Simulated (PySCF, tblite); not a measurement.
C6H10FNO.
Structure used (GFN2-xTB), in Å, numbered top down from 1:
```xyz
19
C6H10FNO angstrom
C      2.8690    0.8634   -0.4345
O      2.2277   -0.3914   -0.4038
C      0.8994   -0.3785   -0.0949
C      0.0414    0.6031    0.1835
F      0.2525    1.9361    0.1888
N     -1.2306    0.1616    0.5794
C     -2.3761    0.9471    0.1809
C     -1.2775   -1.2595    0.2430
C      0.1867   -1.6971    0.0783
H      3.9116    0.6614   -0.6729
H      2.8043    1.3659    0.5352
H      2.4364    1.5146   -1.2001
H     -2.5914    0.8644   -0.8942
H     -3.2452    0.6030    0.7405
H     -2.1895    1.9905    0.4266
H     -1.8350   -1.4073   -0.6935
H     -1.7922   -1.8038    1.0371
H      0.3410   -2.3555   -0.7762
H      0.5577   -2.2087    0.9691
```

Theory: PBE0/pcSseg-1 in PySCF (dipole) on a GFN2-xTB geometry, gas phase.

Masses are those of the commonest isotopes; rigid-rotor values at the optimised geometry. The values belong to one conformer with, in the numbering `[CH3:1][O:2][C:3]1=[C:4]([F:5])[N:6]([CH3:7])[CH2:8][CH2:9]1`, C1–O2–C3–C4 1°, C3–C4–N6–C7 -145°, C4–N6–C8–C9 19°, N6–C8–C9–C3 -18°, O2–C3–C9–C8 -174°.

Give the principal moments of inertia and the rotational constants in MHz.

Ia = 184.96, Ib = 370.38, Ic = 536.05 u·Å²; 505379 MHz·u·Å²/I gives A = 2732, B = 1364, C = 942.8 MHz.

What kind of rotor is it?

An asymmetric top: κ = (2 × 1364 − 2732 − 942.8)/(2732 − 942.8) = -0.53.

Is it planar, by Δ = Ic − Ia − Ib?

Not planar: Δ = Ic − Ia − Ib = -19.28 u·Å². For a rigid frame Δ = −2 Σ m c², so Σ m c² = 9.64 u·Å² lies off the ab plane: 6.70 from hydrogen and 2.95 from heavier atoms. The atom farthest from that plane is 1.39 Å away.

Give the other two planar moments, Paa and Pbb, and the rms extents of the mass along the axes.

Paa = Σ m a² = (Ib + Ic − Ia)/2 = 360.73 and Pbb = Σ m b² = (Ia + Ic − Ib)/2 = 175.31 u·Å². With the mass M = 131.07 u, the rms extents √(P/M) along a, b and c are 1.66, 1.16, 0.27 Å.

Predict some low-J microwave lines.

The dipole components are |μa| = 0.83 D, |μb| = 0.25 D, |μc| = 0.48 D. The squared components, which scale the intensities, stand as 1.00 : 0.09 : 0.33 (a : b : c). Some lines, for components of 0.1 D or more:

| type | branch | J(Ka,Kc) | MHz | lower level (cm⁻¹) |
| --- | --- | --- | --- | --- |
| a | Q | 1(1,0) ← 1(1,1) | 422 | 0.123 |
| c | Q | 2(1,2) ← 2(0,2) | 1030 | 0.228 |
| a | Q | 2(1,1) ← 2(1,2) | 1265 | 0.262 |
| c | Q | 1(1,1) ← 1(0,1) | 1368 | 0.077 |
| b | Q | 1(1,0) ← 1(0,1) | 1790 | 0.077 |
| b | Q | 2(1,1) ← 2(0,2) | 2295 | 0.228 |
| a | R | 1(0,1) ← 0(0,0) | 2307 | 0.000 |
| b | R | 2(0,2) ← 1(1,1) | 3163 | 0.123 |
| b | R | 1(1,1) ← 0(0,0) | 3675 | 0.000 |
| c | R | 1(1,0) ← 0(0,0) | 4097 | 0.000 |
| c | Q | 2(2,1) ← 2(1,1) | 4104 | 0.305 |
| b | Q | 2(2,0) ← 2(1,1) | 4187 | 0.305 |
| a | R | 2(1,2) ← 1(1,1) | 4193 | 0.123 |
| a | R | 2(0,2) ← 1(0,1) | 4531 | 0.077 |
| a | R | 2(1,1) ← 1(1,0) | 5036 | 0.137 |
| b | Q | 2(2,1) ← 2(1,2) | 5369 | 0.262 |
| b | R | 2(1,2) ← 1(0,1) | 5561 | 0.077 |
| c | R | 2(1,1) ← 1(0,1) | 6826 | 0.077 |
| b | R | 2(2,1) ← 1(1,0) | 9140 | 0.137 |
| c | R | 2(2,0) ← 1(1,0) | 9223 | 0.137 |
| c | R | 2(2,1) ← 1(1,1) | 9562 | 0.123 |
| b | R | 2(2,0) ← 1(1,1) | 9645 | 0.123 |

Estimate the classical rotational partition function at 25 K, 200 K and 298.15 K.

Point group C1, symmetry number σ = 1; q = (√π/σ)·√((kT/h)³/(ABC)), k/h = 20836.6 MHz/K: 11200 at 25 K, 254000 at 200 K, 463000 at 298.15 K.

Its GFN2-xTB frequencies are all real (lowest 66 cm⁻¹). Zero-point vibration and centrifugal distortion are left out. A rigid rotor knows nothing of internal rotation, which can split or shift real lines. Quadrupole hyperfine structure (14N) is left out.

Hardware: an Arm Neoverse V1 with one thread, shared host. Cost: 44 s wall (with the writing of density and orbital grids), 0.91 GiB resident at most. This is the PBE0/pcSseg-1 job that gave the dipole, with the shieldings it also computed.
